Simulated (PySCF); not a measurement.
H$_{18}$CrN$_{6}$ (SMILES [NH3]->[Cr+3](<-[NH3])(<-[NH3])(<-[NH3])(<-[NH3])<-[NH3]), charge +3, quartet, geometry from GFN2-xTB (such geometries of metal compounds can be far from the true shape); DF-MN12L/6-31G (PySCF).

Input for PySCF:
```python
from pyscf import gto, scf, dft

mol = gto.Mole()
mol.atom = '''
    Cr    0.00002390    0.00000488    0.00007149
    N     0.98545644   -1.39613642    1.37169159
    H     0.65845198   -1.35809894    2.34249760
    H     1.99745971   -1.24984512    1.44954258
    H     0.89562992   -2.38562451    1.11858054
    N    -1.17365584   -1.65098501   -0.83545438
    H    -1.56127351   -2.28032271   -0.12467580
    H    -0.65678222   -2.27407892   -1.46452910
    H    -1.99256558   -1.36904126   -1.38378904
    N    -1.62613746    0.35469633    1.42538379
    H    -1.70439643   -0.33664704    2.17824326
    H    -2.55717708    0.35307812    0.99551373
    H    -1.58058854    1.25298111    1.91760821
    N     1.56730976   -0.36070058   -1.48821241
    H     1.20840482   -0.49183465   -2.43983233
    H     2.13832453   -1.19550489   -1.32000108
    H     2.25450268    0.39328706   -1.58886951
    N     1.15421331    1.62205543    0.91559654
    H     1.15853135    1.59520209    1.94069163
    H     0.82355837    2.56656896    0.69254025
    H     2.14878067    1.64299887    0.66823663
    N    -0.90726064    1.43105069   -1.38917613
    H    -1.38449116    1.01351437   -2.19458419
    H    -0.23243724    2.07620915   -1.81331837
    H    -1.61398498    2.04717832   -0.97437379
'''
mol.basis = '6-31g'
mol.charge = 3
mol.spin = 3
mol.verbose = 4
mol.build()

mf = dft.UKS(mol)
mf.xc = 'mn12l'
mf = mf.density_fit(auxbasis='def2-universal-jkfit')
mf.kernel()
mf.analyze()
```

**Question.** Predict the main parts of the log of this PySCF run.

**Answer.** 
```
PySCF version 2.14.0

[INPUT] verbose = 4
[INPUT] num. atoms = 25
[INPUT] num. electrons = 81
[INPUT] charge = 3
[INPUT] spin (= nelec alpha-beta = 2S) = 3
[INPUT] symmetry False subgroup None
[INPUT] Mole.unit = angstrom
[INPUT] Symbol           X                Y                Z      unit          X                Y                Z       unit  Magmom
[...]
nuclear repulsion = 623.245015283179
number of shells = 77
number of NR pGTOs = 294
number of NR cGTOs = 117
basis = 6-31g
ecp = {}

******** <class 'pyscf.df.df_jk.DFUKS'> ********
method = DFUKS
initial guess = minao
damping factor = 0
level_shift factor = 0
DIIS = <class 'pyscf.scf.diis.CDIIS'>
diis_start_cycle = 1
diis_space = 8
diis_damp = 0
SCF conv_tol = 1e-09
SCF conv_tol_grad = None
SCF max_cycles = 50
direct_scf = False
number electrons alpha = 42  beta = 39
XC library pyscf.dft.libxc version 7.1.2
    S. Lehtola, C. Steigemann, M. J. T. Oliveira, and M. A. L. Marques,  SoftwareX 7, 1–5 (2018)
XC functionals = mn12l
    R. Peverati and D. G. Truhlar,  Phys. Chem. Chem. Phys. 14, 13171 (2012)
    R. Peverati and D. G. Truhlar,  Phys. Chem. Chem. Phys. 14, 13171 (2012)
radial grids:
    Treutler-Ahlrichs [JCP 102, 346 (1995); DOI:10.1063/1.469408] (M4) radial grids

becke partition: Becke, JCP 88, 2547 (1988); DOI:10.1063/1.454033
pruning grids: <function nwchem_prune>
grids dens level: 3
symmetrized grids: False
atomic radii adjust function: <function treutler_atomic_radii_adjust>
small_rho_cutoff = 0
Set gradient conv threshold to 3.16228e-05
tot grids = 280864
init E= -1382.61637470806

cycle= 1 E= -1382.00971755501  delta_E= 0.607  |g|= 0.45  |ddm|= 2.84
cycle= 2 E= -1381.8516863224  delta_E= 0.158  |g|= 0.716  |ddm|= 1.13
cycle= 3 E= -1382.11159286014  delta_E= -0.26  |g|= 0.129  |ddm|= 0.91
cycle= 4 E= -1382.11521863258  delta_E= -0.00363  |g|= 0.0927  |ddm|= 0.152
cycle= 5 E= -1382.1193100401  delta_E= -0.00409  |g|= 0.0076  |ddm|= 0.0734
cycle= 6 E= -1382.11936069546  delta_E= -5.07e-05  |g|= 0.00133  |ddm|= 0.0111
cycle= 7 E= -1382.11936423277  delta_E= -3.54e-06  |g|= 0.000531  |ddm|= 0.00448
cycle= 8 E= -1382.11936444224  delta_E= -2.09e-07  |g|= 7.37e-05  |ddm|= 0.000796
cycle= 9 E= -1382.11936444543  delta_E= -3.18e-09  |g|= 6.19e-05  |ddm|= 0.000131
cycle= 10 E= -1382.11936444725  delta_E= -1.82e-09  |g|= 1.14e-05  |ddm|= 5.11e-05
cycle= 11 E= -1382.11936444734  delta_E= -8.73e-11  |g|= 3.7e-06  |ddm|= 1.29e-05
[...]
converged SCF energy = -1382.11936444733  <S^2> = 3.7850156  2S+1 = 4.0174696
Total Energy =                       -1382.119364447330099
[...]
spin density of  8 H =      0.00335
spin density of  9 N =     -0.04647
spin density of  10 H =      0.00335
spin density of  11 H =      0.00321
spin density of  12 H =      0.00329
spin density of  13 N =     -0.04639
spin density of  14 H =      0.00319
spin density of  15 H =      0.00330
spin density of  16 H =      0.00337
spin density of  17 N =     -0.04614
spin density of  18 H =      0.00321
spin density of  19 H =      0.00329
spin density of  20 H =      0.00334
spin density of  21 N =     -0.04618
spin density of  22 H =      0.00333
spin density of  23 H =      0.00321
spin density of  24 H =      0.00330
 ** Mulliken pop alpha/beta on meta-lowdin orthogonal AOs **
 ** Mulliken pop       alpha | beta **
In total            42.00000 | 39.00000
 ** Mulliken atomic charges   ( Nelec_alpha | Nelec_beta ) **
charge of  0Cr =      1.50169  (    12.85839      9.63992 )
charge of  1N =     -0.61389  (     3.78386      3.83003 )
charge of  2H =      0.28761  (     0.35788      0.35451 )
charge of  3H =      0.28774  (     0.35771      0.35454 )
charge of  4H =      0.28824  (     0.35753      0.35423 )
charge of  5N =     -0.61388  (     3.78383      3.83005 )
charge of  6H =      0.28784  (     0.35767      0.35449 )
charge of  7H =      0.28821  (     0.35756      0.35424 )
charge of  8H =      0.28751  (     0.35792      0.35457 )
charge of  9N =     -0.61376  (     3.78365      3.83011 )
charge of  10H =      0.28752  (     0.35792      0.35456 )
charge of  11H =      0.28771  (     0.35775      0.35454 )
charge of  12H =      0.28834  (     0.35747      0.35418 )
charge of  13N =     -0.61381  (     3.78371      3.83010 )
charge of  14H =      0.28777  (     0.35771      0.35452 )
charge of  15H =      0.28834  (     0.35748      0.35418 )
charge of  16H =      0.28743  (     0.35797      0.35460 )
charge of  17N =     -0.61383  (     3.78384      3.82999 )
charge of  18H =      0.28772  (     0.35774      0.35453 )
charge of  19H =      0.28826  (     0.35752      0.35423 )
charge of  20H =      0.28746  (     0.35794      0.35460 )
charge of  21N =     -0.61396  (     3.78389      3.83007 )
charge of  22H =      0.28765  (     0.35784      0.35451 )
charge of  23H =      0.28781  (     0.35770      0.35449 )
charge of  24H =      0.28828  (     0.35751      0.35421 )

WARN: System has nonzero charge 3; the dipole moment is origin-dependent.
Location of origin: [0. 0. 0.]

Dipole moment(X, Y, Z, Debye): -0.00125,  0.00014, -0.00122
```
